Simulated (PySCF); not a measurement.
A side-by-side comparison of computed properties.

First species: C5H16N2OSi.
SMILES: `CC[C@@H](CO)[Si@@H](N)NC`

Second species: CH14SSi5.
SMILES: `[SiH3]C[Si@H]([SiH2][SiH3])S[SiH3]`

Levels: PBE0/pcSseg-1 for HOMO energy, LUMO energy and HOMO–LUMO gap. Geometries: GFN2-xTB. All species are isolated and taken at one optimised geometry, non-relativistic unless stated; the electronic structure was computed with PySCF and density fitting.

Dipoles, sizes and rotational constants follow the conformer. The torsions of the flexible species, by atom-mapped SMILES:
- `[SiH3:1][CH2:2][Si@H:3]([SiH2:4][SiH3:5])[S:6][SiH3:7]`: Si1–C2–Si3–Si4 60°, C2–Si3–Si4–Si5 -169°, C2–Si3–S6–Si7 -51°

The conformers of `CC[C@@H](CO)[Si@@H](N)NC` aren't listed.

```tsv
property	column X	column Y
HOMO energy	-6.56 eV	-7.22 eV
LUMO energy	1.00 eV	-0.68 eV
HOMO–LUMO gap	7.56 eV	6.54 eV
```

Problem. Which column belongs to which species?

Solution. Column X is the first species and column Y the second. The first has 25 atoms and 82 electrons, the second 21 and 106.

Problem. How does each property change from the first species to the second?

Solution. HOMO energy -0.66 eV; LUMO energy -1.68 eV; HOMO–LUMO gap -1.02 eV.

